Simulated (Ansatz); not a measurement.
System (SMILES): [AsH2] (AsH2), doublet.
Atoms: As1, H2, H3. Bonds: As1-H2, As1-H3.

How fast the optimised As1-H2 bond length converges with the basis for several methods (Ansatz, a quantum-chemistry and plane-wave program): deviation from each method's own reference, in Å. References: B3LYP 1.5285 Å, the value in aug-pcseg-3; HF 1.5126 Å, the value in aug-pcseg-3; MP2 1.5178 Å, the value in aug-pcseg-3; PBE 1.5397 Å, the value in aug-pcseg-3. Cartesian d functions, on some or all atoms, in 6-31G*; all else is spherical. In correlated methods cores are frozen (with 3d on Ga to Br). Open shells are unrestricted. No added dispersion term, no relativity. The reference of a correlated method is not its basis-set limit, which lies further on.

| basis | functions | B3LYP | HF | MP2 | PBE |
|---|---|---|---|---|---|
| STO-3G | 20 | -0.0573 | -0.0524 | … | -0.0616 |
| pcseg-0 | 26 | 0.0190 | 0.0119 | … | 0.0227 |
| def2-SV(P) | 36 | 0.0133 | 0.0074 | … | 0.0124 |
| pcseg-1 | 37 | 0.0074 | 0.0007 | … | 0.0071 |
| 6-31G* | 39 | 0.0111 | 0.0049 | … | 0.0098 |
| def2-SVPD | 54 | 0.0059 | 0.0013 | … | 0.0049 |
| def2-TZVPP | 76 | 0.0008 | 0.0016 | … | 0.0007 |
| def2-TZVPPD | 88 | 0.0006 | 0.0012 | … | 0.0006 |
| aug-cc-pVTZ | 105 | 0.0010 | 0.0012 | … | 0.0008 |
| pcseg-3 | 134 | 0.0000 | 0.0000 | … | 0.0000 |
| def2-QZVP | 135 | 0.0000 | 0.0000 | … | 0.0000 |
| aug-cc-pVQZ | 185 | -0.0006 | 0.0000 | … | -0.0009 |

Question: Fill in the missing entries.

Answer: 
- STO-3G, MP2: -0.0402
- pcseg-0, MP2: 0.0220
- def2-SV(P), MP2: 0.0166
- pcseg-1, MP2: 0.0025
- 6-31G*, MP2: 0.0132
- def2-SVPD, MP2: 0.0034
- def2-TZVPP, MP2: 0.0007
- def2-TZVPPD, MP2: 0.0007
- aug-cc-pVTZ, MP2: 0.0017
- pcseg-3, MP2: -0.0001
- def2-QZVP, MP2: -0.0004
- aug-cc-pVQZ, MP2: 0.0003

Mean absolute deviation over def2-TZVPP, def2-TZVPPD, aug-cc-pVTZ: PBE 0.0007, B3LYP 0.0008, MP2 0.0011, HF 0.0014 Å.
